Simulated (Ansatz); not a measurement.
The molecule NaP, multiplicity 3 (lowest of 2S+1 = 1, 3, 5 at CCSD(T)/def2-TZVPP on PBE0 minima; our sources give no spin for the ground state, which may be another).

Constants: fifth-degree fit in 1/R to seven points, most abundant isotopes. In def2 and cc sets the state is the lowest found near the PBE0 minimum, followed along R.

Correlated levels freeze the inner cores; with def2 sets outer-core shells near the valence are correlated too.

The values were computed with Ansatz (a quantum-chemistry and plane-wave program). Each number belongs to the level named beside it.

**Question.** What bond length and harmonic frequency does BHLYP/def2-TZVPP give, and what D_e (from each atom's lowest state at the same level)?

**Answer.** r_e = 2.640 Å, ω_e = 290 cm⁻¹, D_e = 1.29 eV.

**Question.** What bond length and harmonic frequency does wB97M-V/def2-TZVPP give, and what D_e (from each atom's lowest state at the same level)?

**Answer.** r_e = 2.634 Å, ω_e = 293 cm⁻¹, D_e = 1.45 eV.

**Question.** What bond length and harmonic frequency does B2PLYP/def2-TZVPP give, and what D_e (from each atom's lowest state at the same level)?

**Answer.** r_e = 2.651 Å, ω_e = 281 cm⁻¹, D_e = 1.30 eV.
